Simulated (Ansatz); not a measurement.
Isolated molecules relaxed with PBE0-D4/def2-TZVP in Ansatz; ΔE leaves out vibrations. CBS: MP2 limit from def2 TZ/QZ plus the TZ coupled-cluster correction, frozen cores. This one scheme is used for every species. Functionals use def2-TZVPP. B3LYP here is the variant with VWN-RPA as its local correlation; programs differ in this. HSE06 is defined as in plane-wave codes. One conformer a species, not always the lowest.

`N[SiH2][SiH2]Cl` + NH₃ → `N[SiH2][SiH2]N` + HCl  (ligand exchange at the Si–Cl bond)

`N[SiH2][SiH2]Cl`:

Cartesian coordinates in Å:
```
N -0.654 0.289 -1.584
Si 0.603 0.598 -0.455
Si -0.061 -0.444 1.534
Cl -0.742 -2.333 1.004
H -1.027 -0.645 -1.656
H -0.670 0.756 -2.476
H 0.728 2.070 -0.268
H 1.962 0.090 -0.817
H -1.186 0.248 2.212
H 1.046 -0.629 2.506
```

NH₃:

Z-matrix (Å, degrees):
```
N
H 1 1.013
H 1 1.013 2 107.1
H 1 1.013 2 107.1 3 -114.5
```

`N[SiH2][SiH2]N`:

Z-matrix (Å, degrees):
```
Si
Si 1 2.351
N 1 1.729 2 104.4
H 1 1.490 2 112.5 3 116.6
H 1 1.497 2 110.7 3 -125.3
N 2 1.729 1 104.4 3 -7.1
H 2 1.490 1 112.5 3 109.5
H 2 1.497 1 110.7 3 -132.4
H 3 1.009 1 117.6 2 -43.4
H 3 1.008 1 120.2 2 176.3
H 6 1.008 2 120.2 1 176.3
H 6 1.009 2 117.6 1 -43.4
```

HCl:

Z-matrix (Å, degrees):
```
Cl
H 1 1.279
```

(1) Is it downhill or uphill in electronic energy at CCSD(T)/CBS, and by how much? (An estimate is asked.)

(2) What do these levels give: revPBE-D4, BLYP-D4, r2SCAN-D4, BHLYP-D4, CAM-B3LYP-D4, r2SCAN, B3LYP, r2SCANh, HSE06, RPA@PBE/def2-TZVPP, CCSD(T)/def2-SVP, CCSD/def2-TZVPP? (Best estimate.)

Largest T1 diagnostic among the species: 0.011.

Answers

(1) Computed: Uphill: ΔE = +0.59 eV.

(2) Computed: revPBE-D4 0.59, BLYP-D4 0.58, r2SCAN-D4 0.61, BHLYP-D4 0.60, CAM-B3LYP-D4 0.55, r2SCAN 0.61, B3LYP 0.59, r2SCANh 0.61, HSE06 0.61, RPA@PBE/def2-TZVPP 0.52, CCSD(T)/def2-SVP 0.51, CCSD/def2-TZVPP 0.54 eV.

In def2-TZVPP, CCSD(T) changes the Hartree–Fock value by −0.07 eV (the triples alone add −0.00 eV) and MP2 by −0.04 eV. At CCSD(T), def2-SVP lies −0.08 eV from the extrapolated value and def2-TZVPP −0.05 eV.
